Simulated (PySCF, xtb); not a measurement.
W(O)(S)(Br)(OH) (BrHO2SW), SMILES [O]=[W]([OH])([Br])=[S], multiplicity 1.

GFN2-xTB run with xtb 6.7.1 at its own geometry gives an orbital gap of 2.42 eV and a dipole moment of 7.39 D.

Geometry: PBE-D3(BJ)/def2-SVP. The multiplicity is an assumed one; no other spin state was optimised. The structure was generated by enumeration; whether it is a known compound was not checked. The def2 effective core potentials stand for the cores of W; spin–orbit coupling is left out. One conformer was computed; it need not be the lowest.

What does PBE/def2-TZVP (PySCF) give? (An estimate is asked for; the answer gives what the named calculation found.)

gap 3.01 eV (levels -6.62 and -3.61 eV), dipole 2.78 D.
